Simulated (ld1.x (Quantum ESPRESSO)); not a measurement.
**Before and after: TM potential for Ir (Z = 77)**

Ir, norm-conserving Troullier–Martins (Kleinman–Bylander form), made with ld1.x (Quantum ESPRESSO) 7.5 (PBE, scalar-relativistic). Core [Xe] 4f14, reference 5d7 6s2 6p0. Waves: 6p (bound, empty): rc 3.45 bohr; 5d (bound): rc 1.55 bohr; 6s (bound): rc 1.95 bohr. Local part: the s channel. Core correction: Bessel-smoothed model core inside 0.90 bohr.

Change: fully relativistic.

Cutoffs: the cutoffs (Ry, on a coarse ladder) from which the occupation-weighted sum of valence levels, in a spherical-Bessel basis at the reference potential, stays within 10 and 1 mRy of its value at 400 Ry; they do not see the model core or the augmentation charge, which bear on the density cutoff. Errors are all-electron minus pseudo energies relative to the spin-unpolarised reference configuration.

Problem. What does the change do?

Solution. The potential gets neither clearly harder nor softer (40 Ry and 70 Ry → 40 Ry and 70 Ry); of the 7 tests that both files solve, the error grows in 0 and shrinks in 4 by more than 15 % and 0.3 meV (median size 43.2 → 34.9 meV); neither file shows a bound ghost.

```tsv
quantity	base	changed
cutoff, loose	40 Ry	40 Ry
cutoff, tight	70 Ry	70 Ry
bound ghosts	none	none
error for 5d7 6s1 6p0, meV [ΔE 9.88 → 9.89 eV]	-9.6	-5.8
error for 5d7 6s0 6p0, meV [ΔE 27.35 → 27.36 eV]	-44	-35
error for 5d6 6s0 6p0, meV [ΔE 57.89 → 57.90 eV]	-162	-148
error for 5d7 6s1.5 6p0, meV [ΔE 4.03 eV]	-2.8	-1.3
error for 5d6 6s2 6p0, meV [ΔE 12.19 → 12.20 eV]	-43	-42
error for 5d7 6s1 6p1, meV [ΔE 5.32 → 5.26 eV]	-2.3	-0.7
error for 5d6 6s2 6p1, meV [ΔE 7.16 → 7.10 eV]	-75	-76
s: phases at 3.76 bohr within 0.05 rad from the reference energy up to (Ry; the scan ends near 5)	0.9	0.9
```
